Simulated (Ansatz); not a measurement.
CHBrINSi, SMILES `Br[Si]1(I)C=N1`. The species carries charge 0 and has multiplicity 1. I: def2 effective core potential. The geometry is a stationary point of PBE0-D4/def2-TZVP.

```xyz
6

Br   -1.929   -1.594    0.518
Si   -0.464   -0.167   -0.261
I    -1.224    0.864   -2.289
C     0.884    0.430    0.697
N     1.251   -0.537   -0.071
H     1.482    1.004    1.407
```

(1) What is the dipole moment at B3LYP/def2-TZVPP? (Best estimate.)

(2) And with PBE, r2SCAN, ωB97M-V? (An estimate is asked.)

(3) Give the Mulliken charges with B3LYP, PBE, r2SCAN in def2-TZVPP. (Best estimate.)

## Answers

(1) Ansatz gave: 1.68 D, with components (-0.80, 1.38, 0.53) D in this frame, pointing from negative to positive charge.

(2) Ansatz gave: PBE 1.54 D, r2SCAN 1.60 D, ωB97M-V 1.70 D.

(3) Computed: 
| atom | B3LYP | PBE | r2SCAN |
| --- | --- | --- | --- |
| Br1 | -0.15 | -0.12 | -0.15 |
| Si2 | 0.34 | 0.24 | 0.42 |
| I3 | -0.07 | -0.06 | -0.08 |
| C4 | 0.01 | 0.03 | 0.02 |
| N5 | -0.27 | -0.22 | -0.29 |
| H6 | 0.14 | 0.12 | 0.08 |

B3LYP here is the variant with VWN-RPA as its local correlation; programs differ in this.
